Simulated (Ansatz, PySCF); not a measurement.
System: C₂H₄N, net charge 0, doublet state. It need not be the lowest isomer of its formula. 
Structure (B3LYP-D3(BJ)/def2-TZVP (Ansatz, a program for electronic structure) minimum search):
SMILES: [CH2]N=C
```xyz
7

C      1.0609    -0.4281     0.1001
N      0.0598     0.4012     0.3023
C     -1.0973     0.1834    -0.2844
H      2.0074    -0.2363     0.5895
H      0.9717    -1.3062    -0.5459
H     -1.2666    -0.6720    -0.9447
H     -1.9123     0.8742    -0.1089
```
Charge 0, spin multiplicity 2.

Total electronic energies in hartree. Valence correlation only, unless marked. UHF or UKS for open shells. No spin-orbit coupling. No relativistic terms. CBS(X,Y): correlation extrapolated as X^-3; Hartree-Fock from the larger set. [CCSD(T)-MP2]/basis is that difference in the basis named.

The UHF reference is spin-contaminated (<S^2> 0.21 over the pure value in the largest basis). 

| level | program | energy (Eh) |
|---|---|---|
| HF/aug-cc-pVQZ | Ansatz | -132.51544 |
| revPBE-D3(BJ)/def2-TZVPD | Ansatz + dftd3 | -133.31764 |
| BP86-D4/def2-TZVPD | PySCF + dftd4 | -133.34749 |
| M06-L/def2-TZVPD | PySCF | -133.32055 |
| r2SCAN0/def2-TZVPD | Ansatz | -133.24870 |
| B2PLYP/def2-TZVPD | Ansatz | -133.22144 |
| CCSD(T)/STO-3G | Ansatz | -130.97871 |
| CCSD(T)/cc-pwCVTZ | Ansatz | -133.06207 |
| RI-MP2/CBS(cc-pVTZ,cc-pVQZ)+[CCSD(T)-MP2]/cc-pVTZ | Ansatz | -133.1208 |

Totals of different functionals don't rank their quality; only differences between species are comparable.
